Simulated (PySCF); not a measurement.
**Correlation energy of S²⁺ (sulfur, charge +2)**

[Ne] 3s1 3p2 4s1, high-spin 5P determinant (an excited configuration). Computed with PySCF 2.14 in aug-cc-pwCVQZ, with no relativity, point nucleus. Frozen: [Ne]; 4 electrons correlated.

MP2 pair energies summed by pair of shells (mhartree):

```csv
pair,energy,share (%)
3p-4s,-8.18,37.3
3p-3p,-7.67,35.0
3s-3p,-4.37,19.9
3s-4s,-1.71,7.8
```

Total MP2 correlation energy: -21.94 mhartree.

Same-spin part -21.94 and opposite-spin part 0.00 mhartree; SCS-MP2 scales them by 1/3 and 6/5 to -7.31 mhartree.
